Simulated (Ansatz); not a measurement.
`[CH3][Zr]1234([F])([F])[C@@H]5[C@H]1[C@H]2[C@@]3([SiH3])[C@@H]54`, charge 0, multiplicity 1.

Problem. Give a relaxed structure at PBE0-D4/def2-TZVP (Ansatz). (An estimate is asked.)

Solution. The calculation gave: 
```xyz
20

C     1.590   -1.716    1.606
Zr   -0.099   -0.320    1.224
F    -0.216    0.691    2.847
F    -1.620   -1.479    1.067
C     1.026    1.639    0.081
C     1.541    0.485   -0.548
C     0.479   -0.142   -1.232
C    -0.709    0.603   -1.027
Si   -2.392    0.221   -1.730
C    -0.351    1.707   -0.202
H     1.802   -2.400    0.779
H     1.280   -2.321    2.470
H     2.523   -1.211    1.874
H     1.579    2.324    0.708
H     2.563    0.141   -0.511
H     0.550   -1.065   -1.791
H    -3.443    0.576   -0.743
H    -2.462   -1.221   -2.071
H    -2.611    1.022   -2.963
H    -1.029    2.466    0.164
```
This is one stationary point; other conformers may exist.
